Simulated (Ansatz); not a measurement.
This geometry of BrGeH3S (6 atoms, charge 0, multiplicity 1) is a first-order saddle point.

The calculation used RKS PBE-D4/def2-SVP (Ansatz).

```xyz
6
Properties=species:S:1:pos:R:3
Ge -0.119 0.548 0.615
Br -0.661 -1.359 -1.527
S 1.913 0.164 0.334
H 0.732 -0.950 -1.067
H -0.887 1.703 -0.090
H -0.978 -0.107 1.736
```

Question: Which two structures does it join? (They come from a converged band through this point; their orientation in space is the band's.)

Answer: Bonds broken: S3–H4. Bonds formed: Br2–H4. BrGeH3S becomes BrH + GeH2S.

Initial state:

```xyz
6
Properties=species:S:1:pos:R:3
Ge -0.434 0.130 0.282
Br -1.612 -1.427 -1.001
S 1.756 -0.298 0.305
H 1.927 0.087 -0.991
H -0.730 1.516 -0.341
H -0.908 -0.008 1.746
```

Final state:

```xyz
6
Properties=species:S:1:pos:R:3
Ge -0.076 0.631 0.695
Br -0.713 -1.432 -1.615
S 1.956 0.334 0.508
H 0.676 -1.173 -1.272
H -0.864 1.759 -0.035
H -0.978 -0.119 1.719
```

Question: How far does it lie above each of them?

Answer: 1.75 eV above the first and 0.02 eV above the second. This is the barrier of this one path; another mechanism may lie lower. The orbitals stay closed-shell, which can raise the energy where a bond breaks towards radicals; this wasn't checked here.

Run time: 32 s on 2 threads of AMD EPYC 9R45 96-Core Processor (Zen 5), with other jobs on the host, peak memory 0.17 GiB.
